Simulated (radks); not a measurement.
Results of a calculation; reference values are marked as such.
Neutral thallium, configuration [Hg] 6p1. Code: a radial shooting solver on a logarithmic mesh with Libxc functionals. Model: Dirac Kohn-Sham, Wu-Cohen GGA, spin-unpolarised, spherical densities, finite nucleus; open shells are shared between the two j in proportion to 2j + 1; Fermi nuclear charge, rms radius 5.4759 fm. Some entries of the table are withheld. Estimate them.

orbital      occ.  eigenvalue (Ry)  <1/r> (bohr^-1)
1s1/2           2        -6278.669              (1)
2s1/2           2        -1117.036            24.52
2p1/2           2        -1072.792              (2)
2p3/2           4        -920.9746              (3)
3s1/2           2        -266.5858            8.996
3p1/2           2        -246.5136              (4)
3p3/2           4        -212.7654              (5)
3d3/2           4        -179.4362            7.558
3d5/2           6        -172.2278            7.276
4s1/2           2        -59.47532            3.817
4p1/2           2        -50.80721            3.708
4p3/2           4        -42.59877            3.274
4d3/2           4        -28.40246            3.075
4d5/2           6        -26.87106            2.976
5s1/2           2         -9.59459            1.572
4f5/2           6         -8.54449            2.625
4f7/2           8         -8.20643            2.587
5p1/2           2         -6.67961              (6)
5p3/2           4         -5.18884              (7)
5d3/2           4              (8)           0.9728
5d5/2           6              (9)           0.9316
6s1/2           2         -0.70340           0.5183
6p1/2    0.333333         -0.23077           0.3822
6p3/2    0.666667         -0.15112           0.3213

Answer. 
(1) 1s1/2 <1/r> (bohr^-1): 99.34
(2) 2p1/2 <1/r> (bohr^-1): 24.49
(3) 2p3/2 <1/r> (bohr^-1): 19.69
(4) 3p1/2 <1/r> (bohr^-1): 8.912
(5) 3p3/2 <1/r> (bohr^-1): 7.658
(6) 5p1/2 <1/r> (bohr^-1): 1.448
(7) 5p3/2 <1/r> (bohr^-1): 1.286
(8) 5d3/2 eigenvalue (Ry): -1.23107
(9) 5d5/2 eigenvalue (Ry): -1.06953
